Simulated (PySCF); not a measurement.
Species: C7H9NO.
Numbering: `[CH:1]#[C:2]/[CH:3]=[C:4](\[CH3:5])[CH2:6][NH:7][CH:8]=[O:9]` (hydrogens: H10 on C1; H11 on C3; H12, H13, H14 on C5; H15, H16 on C6; H17 on N7; H18 on C8)

Jobs on this species (18 atoms, 66 electrons) with PySCF (density fitting). Hardware of each: Arm Neoverse V1, one thread (shared host). Other jobs ran on the host; a repeat could differ by tens of per cent or more. Peak memory is the resident size of the whole Python process, interpreter and libraries included.

Question: Rank these jobs by wall time, shortest first.
A. PBE0/6-31G-J, energy threshold 1e-08 Eh, fitting basis def2-qzvpp-jkfit; shieldings; 144 basis functions
B. PBE0/def2-SVPD; 6 singlets by full TDDFT, 2 Tamm–Dancoff triplets, polarisability, density and orbital grids written; 255 basis functions
C. KT2/6-31G, energy threshold 1e-06 Eh, damping 0.3 at the start, DIIS from the seventh cycle; 3 singlets by TDA, polarisability; 99 basis functions
D. LDA/ANO-RCC-VDZP; spin–spin couplings from 9 perturbed nuclei, spin–dipole term left out; 171 basis functions

Answer: A (19 s), C (36 s), B (59 s), D (2.0 min).

All jobs:

```csv
level and settings,work,basis functions,SCF cycles,wall time,peak memory
"PBE0/6-31G-J, energy threshold 1e-08 Eh, fitting basis def2-qzvpp-jkfit",shieldings,144,11,19 s,0.66 GiB
"BP86/cc-pVDZ, IEF-PCM chloroform, energy threshold 1e-08 Eh",shieldings,171,12,25 s,0.89 GiB
LDA/cc-pVDZ,"25 singlets by full TDDFT, 2 Tamm–Dancoff triplets, polarisability",171,17,32 s,0.68 GiB
"PBE0/cc-pVDZ, energy threshold 1e-11 Eh, start guess atom","spin–spin couplings from 9 perturbed nuclei, spin–dipole term left out",171,14,33 s,0.85 GiB
"KT2/6-31G, energy threshold 1e-06 Eh, damping 0.3 at the start, DIIS from the seventh cycle","3 singlets by TDA, polarisability",99,29,36 s,0.48 GiB
PBE0/pcSseg-1,"shieldings, charges and field gradients, density and orbital grids written",198,15,39 s,0.86 GiB
PBE0/def2-SVPD,"6 singlets by full TDDFT, 2 Tamm–Dancoff triplets, polarisability, density and orbital grids written",255,15,59 s,1.1 GiB
LDA/ANO-RCC-VDZP,"spin–spin couplings from 9 perturbed nuclei, spin–dipole term left out",171,17,2.0 min,0.69 GiB
```

Question: What do all jobs in the table cost together?

Answer: About 6.0 min; the longest takes about 33 % of that, and about 6.3 times as long as the shortest.
